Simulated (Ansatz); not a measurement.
The cluster Re₆⁻, relaxed as a doublet with UKS r2SCAN-D4/def2-SVPD in Ansatz, starting from the GFN2-xTB geometry. Force threshold 0.02 eV/Å.

In the def2 sets Re takes a core potential; there is no spin–orbit coupling. The charge -1 doublet is spin-contaminated (final ⟨S²⟩ up to 4.66, 0.75 for a pure state). The structure comes from a short search, and lower isomers may exist.

Start:

```xyz
6

Re   -0.825   -0.918   -0.909
Re    0.830    0.900    0.923
Re   -1.805    0.752    1.708
Re    3.018    0.716   -0.198
Re    1.797   -0.724   -1.729
Re   -3.015   -0.726    0.205
```

| step | energy (eV) | largest force component (eV/Å) | SCF passes |
| --- | --- | --- | --- |
| 1 | -12783.0268 | 2.797 | 203 |
| 2 | -12785.0715 | 2.702 | 146 |
| 3 | -12786.0848 | 1.249 | 182 |
| 4 | -12786.2800 | 0.721 | 127 |
| 5 | -12786.4225 | 0.549 | 72 |
| 6 | -12786.4698 | 0.679 | 84 |
| 7 | -12786.5634 | 0.769 | 72 |
| 8 | -12786.6616 | 0.275 | 69 |
| 9 | -12786.6761 | 0.642 | 66 |
| 10 | -12786.7507 | 0.372 | 61 |
| 11 | -12786.7893 | 0.813 | 59 |
| 13 | -12786.9778 | 0.769 | 65 |
| 15 | -12787.4094 | 1.067 | 72 |
| 17 | -12787.8559 | 0.374 | 69 |
| 19 | -12787.9026 | 0.302 | 62 |
| 21 | -12788.0259 | 0.948 | 68 |
| 23 | -12788.0788 | 0.314 | 54 |
| 25 | -12788.1128 | 0.298 | 62 |
| 27 | -12788.1233 | 0.113 | 55 |
| 29 | -12788.1245 | 0.021 | 45 |
| 30 | -12788.1247 | 0.010 | 47 |

Force components are those of the run's own axes.

End:

Cartesian coordinates in Å:
```
Re -0.246 -1.428 -0.197
Re 0.848 -0.222 1.643
Re -0.845 1.102 0.462
Re 2.215 0.552 -0.118
Re 0.433 0.516 -1.593
Re -2.406 -0.520 -0.198
```

Bonds formed: Re1–Re4, Re3–Re4, Re3–Re5, Re5–Re6 (atoms count from 1).

No frequencies were taken in this run, so the end may be a saddle point.

Run time 18 min (4 threads of Arm Neoverse V2 on a shared host), peak host memory 1.1 GiB.
